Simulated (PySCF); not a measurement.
Electron correlation in Sn (tin, neutral)

[Kr] 4d10 5s2 5p2, high-spin 3P determinant. Computed with PySCF 2.14 in def2-TZVP with the def2 core potential (28 electrons) (6s5p3d2f, 50 functions), with a scalar-relativistic core potential. Frozen: 4s2 4p6 4d10; 4 electrons correlated.

MP2 pair energies summed by pair of shells (mhartree):

```json
{"pair": "5s-5p", "energy": "-25.67", "share (%)": "59.7"}
{"pair": "5s-5s", "energy": "-13.26", "share (%)": "30.8"}
{"pair": "5p-5p", "energy": "-4.07", "share (%)": "9.5"}
```

Total MP2 correlation energy: -43.00 mhartree.

Same-spin part -7.40 and opposite-spin part -35.60 mhartree; SCS-MP2 scales them by 1/3 and 6/5 to -45.19 mhartree.

```tsv
level	correlation energy (mhartree)
CCSD	-55.96
(T)	-1.54
CCSD(T)	-57.50
```

Diagnostics: T1 = 0.0091, D1 = 0.0245, largest double amplitude 0.082.

Cost of the coupled-cluster step: 1.4 s of wall time on 1 thread of Neoverse-N1 (shared host), for 4 correlated electrons.
